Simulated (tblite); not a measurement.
Problem. Give a GFN2-xTB geometry of `CSC1=CC(O[SiH3])=CC1`.

Solution. 
```xyz
19
C6H10OSSi angstrom
C     -3.324    1.422   -0.036
S     -3.033   -0.360    0.146
C     -1.295   -0.439    0.046
C     -0.391    0.551   -0.066
C      0.932   -0.045   -0.127
O      2.027    0.724   -0.243
Si     3.606    0.357   -0.362
C      0.837   -1.384   -0.054
C     -0.602   -1.767    0.064
H     -2.905    1.759   -0.980
H     -4.400    1.559   -0.032
H     -2.876    1.950    0.800
H     -0.557    1.611   -0.107
H      3.860   -0.473   -1.542
H      4.069   -0.359    0.828
H      4.143    1.703   -0.475
H      1.645   -2.090   -0.072
H     -0.811   -2.316    0.985
H     -0.934   -2.395   -0.765
```

Orientation and origin are arbitrary. Atoms count from 1 in this order. Of the pairs four or more bonds apart, Si7···H17 is among the closest relative to their van der Waals radii: 3.15 Å, 95 % of the sum of Bondi's values. The 5 C–C bonds span 1.344 Å (C5=C8, drawn double) to 1.499 Å (C3–C9, drawn single), a spread of 0.155 Å. O6 (silyl ether oxygen) is bent (angle 132.0°). S2 (sulfide sulfur) is bent (angle 101.4°).

Bonds between heavy atoms (Å): C1–S2 1.815, S2–C3 1.742, C3=C4 1.346, C4–C5 1.452, C5–O6 1.343, O6–Si7 1.626, C5=C8 1.344, C8–C9 1.494, C3–C9 1.499.

Structure optimised with GFN2-xTB, isolated species.

Point group: near Cs, missed by 0.19 Å at most; the miss may be what the optimiser left on a soft mode. Its GFN2-xTB frequencies are all real (lowest 46 cm⁻¹). The numbers are those of one conformer (C1–S2–C3–C4 3°, C4–C5–O6–Si7 -179°). 2 starts were optimised and ended at 0.00 and 1.30 kcal/mol (GFN2-xTB); the lowest of these is shown.

Time: 1.5 s. Hardware: an Arm Neoverse V1 with one thread, shared host with 32 logical CPUs at a one-minute load of 21. That covers the optimisation of the geometry.

These are computed values.
